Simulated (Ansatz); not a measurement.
Noncovalent pair: NH3 (SMILES N) (first 4 atoms) with H2Se (SMILES [SeH2]); geometry from B3LYP-D3(BJ)/def2-TZVP, rigid monomers moved along the line of their centres of mass till N1···H7 is 3.87 Å.
(charge 0, multiplicity 1):
| atom | x (Å) | y (Å) | z (Å) |
|---|---|---|---|
| N | -0.0681 | -0.1982 | 0.0157 |
| H | -0.9794 | -0.3057 | -0.4151 |
| H | 0.3835 | 0.6005 | -0.4148 |
| H | 0.4788 | -1.0217 | -0.2082 |
| Se | -0.5199 | 0.4058 | 5.3187 |
| H | 0.8079 | 1.0255 | 5.4399 |
| H | -0.3694 | 0.2531 | 3.8473 |

Interaction energies are E(AB) − E(A) − E(B) at the monomers' geometry in the complex; basis-set methods are counterpoise corrected.

Cores are frozen in the correlated methods. Filled d and f shells under p-block atoms count as core. CBS: X⁻³ extrapolation of the correlation energy, Hartree–Fock from the larger set.

Run with Ansatz (Gaussian orbitals). Values without a source in brackets are computed.

Estimate the interaction energy that B3LYP/def2-TZVPPD returns for this input.

-26 meV

Ansatz is a quantum-chemistry and plane-wave program.
